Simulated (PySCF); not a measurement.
# Polarisability and C₆ of As⁺ (arsenic, charge +1)

[Ar] 3d10 4s1 4p3, high-spin 5S determinant (an excited configuration). Computed with PySCF 2.14 in def2-QZVPPD, with no relativity, point nucleus. Coupled (time-dependent) response in atomic units; α is the mean over directions.

| method | mean α (bohr³) | C₆ (like pair) | S(−4) |
| --- | --- | --- | --- |
| wB97X-V | 15.89 | 95.28 | 72.62 |

S(−4) is the Cauchy moment in α(ω) = α(0) + S(−4) ω² + …

α(iu) at wB97X-V:

```json
{"u (hartree)": "0", "α(iu) (bohr³)": "15.89"}
{"u (hartree)": "0.0500", "α(iu) (bohr³)": "15.71"}
{"u (hartree)": "0.100", "α(iu) (bohr³)": "15.20"}
{"u (hartree)": "0.200", "α(iu) (bohr³)": "13.48"}
{"u (hartree)": "0.300", "α(iu) (bohr³)": "11.40"}
{"u (hartree)": "0.500", "α(iu) (bohr³)": "7.787"}
{"u (hartree)": "0.750", "α(iu) (bohr³)": "4.982"}
{"u (hartree)": "1.00", "α(iu) (bohr³)": "3.424"}
{"u (hartree)": "1.50", "α(iu) (bohr³)": "1.941"}
{"u (hartree)": "2.00", "α(iu) (bohr³)": "1.293"}
{"u (hartree)": "3.00", "α(iu) (bohr³)": "0.7393"}
{"u (hartree)": "5.00", "α(iu) (bohr³)": "0.3701"}
```

For an ion, C₆ is the dispersion term alone; charge-induced terms of lower order in 1/R come first.
